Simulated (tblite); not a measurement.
A tight-binding relaxation on `FC(F)(C(Cl)=O)F` (CF3C(O)Cl).

Computed with GFN2-xTB geometry optimisation, gas phase (tblite 0.8.0). Start geometry: from a force field or distance geometry. A driver script takes a list of jobs; this job's settings line and coordinates (Å) are shown.

Command:
```bash
OMP_NUM_THREADS=1 python probes_run.py task.json out
```

Input:
```
{"job": {"kind": "relax", "xc": "GFN2-xTB", "basis": "xTB"}, "charge": 0, "multiplicity": 1}
O      1.202600     1.421700    -0.558300
C      0.830200     0.362400    -0.068600
Cl     1.923300    -0.793600     0.706800
C     -0.613800    -0.113700    -0.041900
F     -1.076100    -0.316500     1.243000
F     -0.784500    -1.310600    -0.684200
F     -1.478400     0.755300    -0.623900
```

Task: What does the run print?

Result: 
```
step      E/eV     max force
  0    -736.44886    3.502
  1    -736.50782    5.201
  2    -736.62879    0.806
  3    -736.63574    0.325
  4    -736.64005    0.203
  5    -736.64083    0.118
  6    -736.64145    0.072
  7    -736.64175    0.092
  8    -736.64199    0.061
  9    -736.64207    0.026
 10    -736.64212    0.016
 11    -736.64214    0.017
 12    -736.64215    0.012
 13    -736.64215    0.010
 14    -736.64217    0.021
 15    -736.64218    0.022
 16    -736.64219    0.013
 17    -736.64219    0.005
```

«max force» is the largest atomic force in eV/Å.

Task: From which step on does the largest force stay under 0.1 eV/Å, and how much energy is left to gain from there?

Result: From step 6 (0.072 eV/Å), 0.7 meV above the end.

Main results: energy lowered by 4.5 kcal/mol over 17 steps; largest atomic force 0.005 eV/Å at the end.

Task: Give the final coordinates.

Result: 0.033 Å rms from the input after alignment:
```
atom  x, y, z in Å
O1     1.1887    1.3916   -0.5470
C2     0.8366    0.3706   -0.0682
Cl3    1.8800   -0.7749    0.6887
C4    -0.6357   -0.1279   -0.0343
F5    -1.0528   -0.3096    1.2204
F6    -0.7633   -1.2925   -0.6736
F7    -1.4502    0.7474   -0.6131
```

Run on one thread of an x86-64 server, no GPU (shared host).
Labels such as C1 count atoms from 1, the log's own numbers from 0.
